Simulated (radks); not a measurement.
Question: Calculated with a radial shooting solver on a logarithmic mesh with Libxc functionals: Dirac Kohn-Sham, PBE, spin-unpolarised, spherical densities, finite nucleus; Fermi nuclear charge, rms radius of each element as measured or else 0.836 A^(1/3) + 0.57 fm. Each species is in its NIST ground configuration. Rank Bi4+, P4+, Sb4+, N4+, As4+ by mean radius of the outermost orbital (bohr), largest first.

Answer: Sb4+ 1.95, Bi4+ 1.95, As4+ 1.68, P4+ 1.60, N4+ 1.05.
